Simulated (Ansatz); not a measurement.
Geometry optimisation, Ansatz, RKS PBE0-D4/def2-SVP.

input.yaml

```yaml
crystal:
  periodic: [false, false, false]
  atoms:
    - { symbol: W, position_ang: [0.0, 0.0, 0.0] }
    - { symbol: F, position_ang: [0.0, 0.0, 2.2] }
    - { symbol: F, position_ang: [1.85, 0.0, 0.0] }
    - { symbol: F, position_ang: [0.0, 1.85, 0.0] }
    - { symbol: H, position_ang: [-1.72, 0.0, 0.0] }
    - { symbol: F, position_ang: [0.0, -1.85, 0.0] }
    - { symbol: F, position_ang: [0.0, 0.0, -1.85] }
    - { symbol: "N", position_ang: [1.5641, 1.6294, 0.7505] }
    - { symbol: H, position_ang: [2.4032, 1.3328, 1.3263] }
    - { symbol: H, position_ang: [1.4216, 2.6516, 0.5089] }
    - { symbol: H, position_ang: [0.9033, 0.941, 1.8973] }
basis:
  gaussian: { orbitals: def2-SVP }
hamiltonian:
  xc: pbe0
  dispersion: d4
relax:
  f_tol: 0.15
  max_steps: 25
  restrain:
    - { distance: [0, 7], at: 2.08, k: 30.0 }
    - { distance: [10, 1], at: 0.92, k: 30.0 }
    - { distance: [0, 1], at: 3.05, k: 30.0 }
    - { distance: [10, 7], at: 2.26, k: 30.0 }
```

Launched with:

```bash
$ ansatz run input.yaml --threads 4 --pin off --max-ram 5120MiB --backend cpu --events-out ev --progress --plain --runs-dir out
```

Question: Where does it end, and by what steps?

Answer: The run converged. The restraints hold the end off the free minimum. After 13 steps the energy has fallen by 8.463 eV (the restraints' own energy left out); H5 moved furthest, 1.18 Å. The start is strongly strained (largest force component 10 eV/Å), so its close contacts needn't be bonds. Parted: W1–F2 (2.20 → 3.05 Å). Joined: F2–H11 (1.34 → 0.93 Å).

```tsv
step	energy less start (eV)	largest force component (eV/Å)	accepted
0	0.0000	10.244	yes
1	-1.0648	7.796	yes
2	-3.2541	6.515	yes
3	-5.5602	2.994	yes
4	-6.9892	1.256	yes
5	-7.6493	1.370	yes
6	-8.0111	1.242	yes
7	-8.2352	1.295	yes
8	-8.3904	1.104	yes
9	-8.4159	1.450	yes
10	-8.4480	1.184	yes
11	-8.4555	1.167	yes
12	-8.4605	1.213	yes
13	-8.4626	1.159	yes
```

```xyz
11
Properties=species:S:1:pos:R:3
W 0.321 0.257 -0.353
F 0.463 -0.268 2.647
F 1.895 -0.648 0.064
F -0.506 1.840 -0.898
H -0.932 0.463 0.745
F -0.421 -1.440 -0.183
F 0.307 -0.015 -2.190
N 1.363 1.647 0.687
H 2.254 1.436 1.130
H 1.134 2.636 0.645
H 0.545 0.647 2.538
```

Run time: 49 s on 4 threads of Arm Neoverse V2, on a shared host, peak memory 0.41 GiB.
